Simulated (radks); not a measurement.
Valence configurations of Cd+ (all share [Kr]). All-electron calculation, Dirac Kohn-Sham, PBE, spin-unpolarised, spherical densities, finite nucleus; open shells fill j = l - 1/2 first; Fermi nuclear charge, rms radius 4.6087 fm. Program: a radial shooting solver on a logarithmic mesh with Libxc functionals. Energies are relative to 4d10 5s1; eigenvalues in eV.

valence           E (eV)  e(4d3/2)  e(4d5/2)  e(5p1/2)  e(5p3/2)  e(5s1/2)
4d10 5s1           0.000   -20.933   -20.228         -         -   -13.057
4d9 5s2            8.403   -24.998   -24.250         -         -   -14.582
4d9.5 5s1.5        3.889   -22.942   -22.216         -         -   -13.821
4d9 5s1 5p1       14.443   -26.349   -25.597    -9.311         -   -15.426
4d10 5p1           5.533   -22.361   -21.652    -8.355         -         -
4d9 5p2           20.628   -27.626   -26.870    -9.955         -         -
4d8.5 5s1.5 5p1   19.855   -28.408   -27.634    -9.787         -   -16.150
4d10 5s0.5 5p0.5   2.745   -21.659   -20.952    -7.991         -   -13.524
4d8 5p3           39.940   -33.082   -32.277   -11.530   -10.993         -
4d9.5 5s1 5p0.5    6.763   -23.648   -22.920    -8.482         -   -14.269

NIST lists [Kr] 4d10 5s1 as the ground configuration; this level of theory agrees among the configurations tried. The energies are those of spherical spin-averaged densities, not of single terms.
